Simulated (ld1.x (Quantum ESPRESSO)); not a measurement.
**indium: excitation energies, all-electron against TM**

* Element: In
* Generator: ld1.x (Quantum ESPRESSO) 7.5
* Type: norm-conserving Troullier–Martins (Kleinman–Bylander form)
* Functional: LDA (PZ)
* Relativity: scalar-relativistic
* Frozen core: [Ar] 3d10
* Valence charge: 21
* Reference configuration: 4s2 4p6 4d10 5s1 5p2
* Partial waves: 4s (bound): rc 0.95 bohr; 4p (bound): rc 1.50 bohr; 4d (bound): rc 1.35 bohr
* Local potential: all-electron potential smoothed inside 1.30 bohr (lloc = -1)
* Core correction: none

Occupied shells without a wave of their own: 5p, 5s. They enter only through the test configuration that unscreens the potential.

Energies are relative to the spin-unpolarised reference configuration 4s2 4p6 4d10 5s1 5p2; without spin polarisation the order of configurations can differ from experiment. Spin-polarised rows fill each open shell by Hund’s rule, majority spin first.

| valence configuration | charge | ΔE all-electron (eV) | error AE − PS (meV) |
| --- | --- | --- | --- |
| 4s2 4p6 4d10 5s2 5p1 | 0 | -5.938 | -204 |
| 4s2 4p6 4d10 5s2 5p0 | +1 | -0.344 | -253 |
| 4s2 4p6 4d10 5s1 5p0 | +2 | 19.317 | -52 |
| 4s2 4p6 4d9 5s2 5p2 | 0 | 12.263 | -249 |
| 4s2 4p5 4d10 5s2 5p1 | +1 | 79.608 | -407 |
| 4s2 4p6 4d10 5s0 5p3 | 0 | 6.224 | +232 |
| 4s2 4p6 4d9 5s2 5p1 | +1 | 19.285 | -297 |
| 4s2 4p6 4d10 5s2 5p1 (spin-polarised) | 0 | -6.055 | -204 |

**Question.** What are ΔE and the potential's error for 4s2 4p6 4d10 5s1 5p2 (spin-polarised)?

**Answer.** ΔE = -1.157 eV all-electron; the error (AE − PS) is +5.6 meV.

The 5p, 5s levels have no wave, so the channel is fitted at the deeper level alone: the likely source of the large errors.
